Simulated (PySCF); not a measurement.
# Spinor energies of Sr¹¹⁺ (strontium, charge +11)

Start: [Ar] 3d9; 3d3/2 filled at m_j = -3/2, -1/2, +1/2, +3/2; 3d5/2 filled at m_j = -3/2, -1/2, +1/2, +3/2, +5/2. Calculated with PySCF 2.14 in an uncontracted even-tempered set (17 s from 0.76 bohr⁻², ratio 2.8; 13 p from 0.98 bohr⁻², ratio 2.8; 9 d from 0.98 bohr⁻², ratio 2.8; 4 f from 5.9 bohr⁻², ratio 3): generalised Hartree-Fock with the X2C-1e Hamiltonian and a Gaussian nucleus; spin-orbit coupling (SO) screened by Boettger's factors.

| spinor shell | electrons | ε, screened SO (eV) | weight of nominal j (screened SO) | rms radius, screened SO (bohr) |
| --- | --- | --- | --- | --- |
| 1s1/2 | 2 | -16432.6 | 1.000 | 0.0451 |
| 2s1/2 | 2 | -2491.6 | 1.000 | 0.187 |
| 2p1/2 | 2 | -2282.9 | 1.000 | 0.164 |
| 2p3/2 | 4 | -2212.1 | 1.000 | 0.167 |
| 3s1/2 | 2 | -594.89 | 1.000 | 0.517 |
| 3p1/2 | 2 | -518.27 | 0.984 | 0.518 |
| 3p3/2 | 4 | -504.14 | 0.992 | 0.528 |
| 3d3/2 | 4 | -372.04 | 0.914 | 0.515 |
| 3d5/2 | 5 | -368.81 | 0.931 | 0.518 |

```json
{"quantity": "E (hartree)", "screened SO": "-3135.04591"}
{"quantity": "M_J", "screened SO": "5/2"}
{"quantity": "⟨J²⟩", "screened SO": "8.751"}
{"quantity": "⟨L²⟩", "screened SO": "6.005"}
{"quantity": "⟨S²⟩", "screened SO": "0.754"}
```

Each row is a mean over spinors that exchange with the open shell spreads, by up to 12.022 eV (3p3/2).

Breit and QED terms are absent; they matter most for the inner s and p1/2 levels.

Densities and radii are taken from the X2C orbitals without a picture-change correction, which distorts them close to the nucleus.
